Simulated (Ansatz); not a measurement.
`ICCI` and `[AlH2][CH2]CI` differ in one atom or group.

Ansatz, PBE0-D4/def2-TZVP geometries, multiplicity 1. Each molecule was computed in one conformer, which needn't be the lowest.

Elements past krypton have def2 core potentials.  Spin–orbit coupling is left out; it splits and shifts lone-pair levels of the heavy atoms by tenths of an eV.

| property | `ICCI` |
| --- | --- |
| size of the dipole moment (B3LYP/def2-TZVPP) / D | 0.00 |
| HOMO–LUMO gap (PBE/def2-TZVPP) / eV | 3.98 |
| LUMO energy (PBE/def2-TZVPP) / eV | -2.36 |
| LUMO energy (B3LYP/def2-TZVPP) / eV | -1.69 |
| HOMO energy (B3LYP/def2-TZVPP) / eV | -7.24 |
| HOMO energy (PBE0/def2-TZVPP) / eV | -7.49 |

Q: Give the same properties after the change, and the shifts. (Estimate.)

A: Ansatz gave: 
```tsv
property	`[AlH2][CH2]CI`	shift
size of the dipole moment (B3LYP/def2-TZVPP) / D	2.02	2.02
HOMO–LUMO gap (PBE/def2-TZVPP) / eV	3.43	-0.55
LUMO energy (PBE/def2-TZVPP) / eV	-2.49	-0.13
LUMO energy (B3LYP/def2-TZVPP) / eV	-1.94	-0.25
HOMO energy (B3LYP/def2-TZVPP) / eV	-6.80	0.44
HOMO energy (PBE0/def2-TZVPP) / eV	-7.04	0.45
```

With PBE0 the HOMO rises by 0.45 eV and the LUMO falls by 0.23 eV, so the gap narrows by about 0.68 eV. PBE moves the HOMO by 0.42 eV and ωB97M-V by 0.46 eV.

B3LYP here is the variant with VWN-RPA as its local correlation; programs differ in this.
